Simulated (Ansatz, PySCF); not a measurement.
Breaking the Cd1–F2 bond in CdF2 (SMILES [F][Cd][F]) (multiplicity 1 held, fragments rigid). Energies count from the point at 1.933 Å.
Geometry at that point (charge 0, multiplicity 1):
```json
[
 {"atom": "Cd", "x (Å)": "0.0000", "y (Å)": "0.0000", "z (Å)": "0.0000"},
 {"atom": "F", "x (Å)": "0.0000", "y (Å)": "0.0000", "z (Å)": "-1.9335"},
 {"atom": "F", "x (Å)": "0.0000", "y (Å)": "0.0000", "z (Å)": "1.9335"}
]
```

R- and RO- levels are restricted; in cc, def2 and unpolarised 6-31G sets they are followed outwards from rest. Unrestricted levels (U-) break spin symmetry where that is lower. Left out are points that failed, MP2 points that dive below the minimum, coupled-cluster points behind a jump of the amplitudes or a sharp parting from full CI or MRCI, small-basis points behind a change of solution, and semi-empirical points at long bonds. Levels need not reach the same state.

Correlated levels freeze the cores. Rows in LANL2DZ carry no dispersion term and start afresh at each structure. LANL2DZ brings its own core potentials from Na on.

The values were computed with Ansatz (Gaussian basis) for Hartree–Fock, density functionals and correlated methods; PySCF for LANL2DZ rows.  In def2 rows elements past Kr take small-core potentials, without spin–orbit coupling.

Energies in kJ/mol.

```csv
R (Å),R-HF/def2-TZVPP,R-r2SCAN/def2-TZVPP,R-B3LYP/LANL2DZ,U-CCSD/def2-TZVPP
1.547,322,289,362,302
1.740,53,44,70,47
1.933,0,0,0,0
2.127,31,33,18,33
2.320,91,91,67,92
2.610,191,183,152,190
2.900,282,262,230,282
3.384,405,358,329,370
3.867,495,417,394,394
4.447,573,457,442,399
5.220,643,483,left out,400
6.187,698,497,left out,400
```

Doubts at one or more of the structures used: a restricted determinant that unrestricted orbitals would lower (R-HF/def2-TZVPP, R-r2SCAN/def2-TZVPP, R-B3LYP/LANL2DZ); a spin-contaminated determinant (U-CCSD/def2-TZVPP); T1 above 0.05 (U-CCSD/def2-TZVPP); the program's own flag: other amplitudes (U-CCSD/def2-TZVPP).

Ansatz is a program for electronic structure.
